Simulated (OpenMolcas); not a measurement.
N+, P+, As+, Sb+, Bi+: ns2 np2 down the group

```
Program             : OpenMolcas 26.06
Method              : SS-CASPT2, IPEA 0.25 Eh, imaginary shift 0.1 Eh
Basis               : ANO-RCC-VTZP
Scalar Hamiltonian  : DKH2, point nucleus
Spin-orbit coupling : state interaction with AMFI integrals over the reference wave functions, term energies averaged over their components
```

Active space for each ion: 2 electrons in 3 orbitals (p); closed shells correlated by CASPT2: N+ 1s 2s; P+ 2s 2p 3s; As+ 3d 4s; Sb+ 4d 5s; Bi+ 5d 6s.

Computed levels in cm-1 above 3P0:

| Level | N+ | P+ | As+ | Sb+ | Bi+ |
| --- | --- | --- | --- | --- | --- |
| 3P1 | 47.3 | 146 | 936 | 2610 | 11260 |
| 3P2 | 141 | 421 | 2290 | 5080 | 15130 |
| 1D2 | 15560 | 8920 | 10170 | 12370 | 29690 |
| 1S0 | 35380 | 21950 | 23020 | 23750 | 40360 |
| weight of 3P in the lowest level (%) | 100 | 100 | 99 | 96 | 85 |

Mixed levels, with the weight of the term that names them: Bi+ 3P2 (56 %), Bi+ 1D2 (56 %).

Measured, with the error of the calculation in %. Measured levels: N+, P+, As+, Sb+ from NIST Handbook of Basic Atomic Spectroscopic Data.

```csv
Level,N+,P+,As+,Sb+
3P1,48.7 (-2.8),165 (-11.3),1063 (-12.0),3055 (-14.6)
3P2,131 (+7.5),469 (-10.3),2541 (-9.9),5658 (-10.1)
1D2,15316 (+1.6),8882 (+0.5),10096 (+0.7),12790 (-3.3)
1S0,32689 (+8.2),21576 (+1.7),22599 (+1.9),23906 (-0.7)
```

The fine-structure level 3P2 changes by a factor of 107 from N+ to Bi+.

Without spin-orbit coupling 1D lies 15460, 8630, 8340, 7260, 6840 cm-1 above 3P in that order; the difference to the level 1D2, of either sign, comes from spin-orbit coupling, which also lowers the zero.

CASPT2 breaks the degeneracy within a term, and the mean is taken; among the terms shown or strongly mixed into the levels shown the widest spread is 120 cm-1 (5s2 5p2 1D, Sb+). With the s shell closed, the reference lacks s² → p² mixing. Computed and measured levels are paired by configuration, term and J; levels that our copy of the source lacks, or whose pairing is in doubt (as where it misses far off the trend of its configuration), stay unpaired and out of the deviations. Only configurations of the active space appear.
